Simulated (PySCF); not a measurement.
System: CH₆NSi (charge -1, singlet). It need not be the lowest isomer of its formula. Whether it binds its extra electron was not tested at this geometry. SMILES: C[N-][SiH3]
Geometry: optimised at B3LYP-D3(BJ)/def2-TZVP (Ansatz).

Dispersion corrections to the total energy (kcal/mol) from the dftd3 and dftd4 libraries through PySCF: D3(BJ) without and D4 with the three-body term, each with the damping fitted for the functional named.

```csv
functional,D3(BJ),D4
HF,-29.04,-15.93
BHLYP,…,-4.81
CAM-B3LYP,-2.61,…
TPSSh,-3.89,…
B3LYP,-5.92,-6.74
BLYP,-7.24,-9.43
B2PLYP,-2.74,-2.93
```

Problem. What belongs in the gaps?

Solution. 
- BHLYP, D3(BJ): -4.65
- CAM-B3LYP, D4: -3.51
- TPSSh, D4: -5.16
